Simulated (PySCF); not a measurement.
Interval between two levels of Sn by level of theory

Sn [Kr] 4d10 5s2 5p2 [3P2, M_J = 2] → Sn [Kr] 4d10 5s2 5p1 6s1 [3P2, M_J = 2], as a difference of total energies. Computed with PySCF 2.14 in x2c-SVPall-2c with one added diffuse shell each of s, p type (7s9p4d, 54 functions), with the two-component X2C-1e Hamiltonian. Correlated levels: [Ar] 3d10 frozen; the 6 highest virtual spinors dropped. "Screened" scales the spin-orbit matrix elements by Boettger's factors to mimic the two-electron term; Breit and QED terms are absent.

```
                    method  interval between two levels (cm⁻¹)
           GHF (spin-free)                               33682
          GMP2 (spin-free)                               34405
 GHF (screened spin-orbit)                               34431
GMP2 (screened spin-orbit)                               35033
```

The spin-free rows relax to the high-spin LS determinant and lack the spin-orbit shift.

Errors of the correlated levels include the incompleteness of this basis and the frozen core.

The labels give the starting determinants; with spin-orbit coupling the two ends relaxed to ⟨J²⟩ = 6.01, ⟨L²⟩ = 2.31, ⟨S²⟩ = 1.88 and ⟨J²⟩ = 6.01, ⟨L²⟩ = 2.02, ⟨S²⟩ = 2.02.

For comparison: 35201 cm⁻¹ (measured; NIST Handbook of Basic Atomic Spectroscopic Data (Sansonetti and Martin, J. Phys. Chem. Ref. Data 34, 1559 (2005))).
